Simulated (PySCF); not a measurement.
Interval between two levels of Sb³⁺ by level of theory

Sb³⁺ [Kr] 4d10 5s2 → Sb³⁺ [Kr] 4d9 5s2 6s1 [3D3, M_J = 3], as a difference of total energies. Calculation: PySCF 2.14, in x2c-TZVPall-2c with one added diffuse shell each of s, p, d, f type (9s10p6d3f, 90 functions); the two-component X2C-1e Hamiltonian. Correlated levels: [Ar] 3d10 frozen; the 6 highest virtual spinors dropped. "Screened" scales the spin-orbit matrix elements by Boettger's factors to mimic the two-electron term; Breit and QED terms are absent.

| method | interval between two levels (cm⁻¹) |
| --- | --- |
| GHF (spin-free) | 409760 |
| GMP2 (spin-free) | 413190 |
| GHF (screened spin-orbit) | 405540 |
| GMP2 (screened spin-orbit) | 408910 |

The labels give the starting determinants; with spin-orbit coupling the two ends relaxed to ⟨J²⟩ = 0.00, ⟨L²⟩ = 0.02, ⟨S²⟩ = 0.02 and ⟨J²⟩ = 12.01, ⟨L²⟩ = 6.03, ⟨S²⟩ = 2.02.
